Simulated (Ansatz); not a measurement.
Hg3Te3H12. Charge 0, multiplicity 1. Geometry r2SCAN-D4/def2-SVP, basis def2-TZVP, Ansatz.

```xyz
18

Te   -1.885    1.816    0.038
Hg    0.861    3.924   -1.145
Te    2.412    0.628   -0.798
Hg   -3.856   -1.010    1.274
Te   -0.537   -2.453    0.731
Hg    3.009   -2.906   -0.058
H    -2.440    2.916    1.156
H    -3.005    2.352   -1.070
H     0.467    3.623   -2.727
H     1.273    4.302    0.416
H     3.191    0.637   -2.269
H     3.783    1.200   -0.049
H    -4.314   -1.407   -0.269
H    -3.472   -0.633    2.843
H    -1.071   -3.791   -0.102
H    -0.494   -3.329    2.145
H     3.433   -2.542    1.503
H     2.644   -3.327   -1.620
```

```tsv
run	HOMO (eV)	LUMO (eV)
A	-6.51	-1.96
B	-9.31	0.52
C	-9.08	1.22
D	-6.14	-2.21
E	-6.89	-1.59
F	-5.91	-2.38
```

In the def2 sets Hg, Te take a core potential; there is no spin–orbit coupling. LC-ωPBE has ω = 0.4 bohr⁻¹. HSE06 is defined as in plane-wave codes, on full-range PBE exchange. In the singlet geometry the species has come apart into loosely held pieces.

The runs used HF, HSE06, LC-ωPBE, PBE, PBE0, r2SCAN. Estimate which is which.

A HSE06 (range-separated); B LC-ωPBE (range-separated); C HF (100 % exact exchange); D r2SCAN (0 % exact exchange); E PBE0 (25 % exact exchange); F PBE (0 % exact exchange). Exact exchange lowers occupied and raises empty levels; among semilocal functionals meta-GGAs tend to open the gap a little, and such runs are hard to tell apart. The gap grows from 3.52 eV (PBE) to 10.30 eV (HF).
